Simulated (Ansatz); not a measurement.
`C#CC=O` + `[NH2][SbH2]` → `O=C[NH][SbH2]` + `C#C` at 700 K and 1 bar (substitution at a C–C bond).

Isolated molecules relaxed with PBE0-D4/def2-TZVP in Ansatz; ΔE leaves out vibrations. CBS: MP2 limit from def2 TZ/QZ plus the TZ coupled-cluster correction, frozen cores. This one scheme is used for every species. Elements past krypton have def2 core potentials. For Sb outer-core shells are correlated without core-valence functions, which leaves a few kJ/mol of doubt a bond. One conformer a species, not always the lowest.

| species | CCSD(T)/CBS energy (Eh) | H − E (kJ/mol) | S (J/(mol·K)) |
| --- | --- | --- | --- |
| `C#CC=O` | -190.43458 | 143.8 | 339.9 |
| `[NH2][SbH2]` | -297.10356 | 147.6 | 344.4 |
| `O=C[NH][SbH2]` | -410.33905 | 190.9 | 415.8 |
| `C#C` | -77.22717 | 102.1 | 244.4 |

H − E and S are ideal-gas, rigid-rotor, harmonic terms from PBE0-D4/def2-TZVP, for one conformer and one mirror image of each species. 1 Eh = 2625.50 kJ/mol, R = 8.31446 J/(mol·K).

Question: By hand: ΔE, ΔH, ΔS and ΔG.

Answer: ΔE = (-410.33905) + (-77.22717) − (-190.43458) − (-297.10356) = -0.02808 Eh = -73.7 kJ/mol. Δ(H − E) = 190.9 + 102.1 − 143.8 − 147.6 = 1.6, so ΔH = -72.1 kJ/mol. ΔS = 415.8 + 244.4 − 339.9 − 344.4 = -24.1 J/(mol·K). ΔG = -72.1 − 700 × (-24.1)/1000 = -55.2 kJ/mol.

Question: By hand: the equilibrium constant, and the temperature at which ΔG would vanish if ΔH and ΔS stayed fixed.

Answer: log₁₀ K = −ΔG/(RT ln 10) = 4.1. ΔG = 0 at ΔH/ΔS = 2992 K, far beyond where these terms or the molecules hold.

ΔH outweighs TΔS. A doubt of 5 kJ/mol in ΔE shifts log₁₀ K by 0.4 here. Other conformers and mirror images would add mixing entropy, several J/(mol·K) or more a flexible species. These are equilibria of isolated gas molecules and say nothing of rates. Largest T1 diagnostic: 0.017 (customary marks: 0.02 for closed shells, 0.045 for open ones).
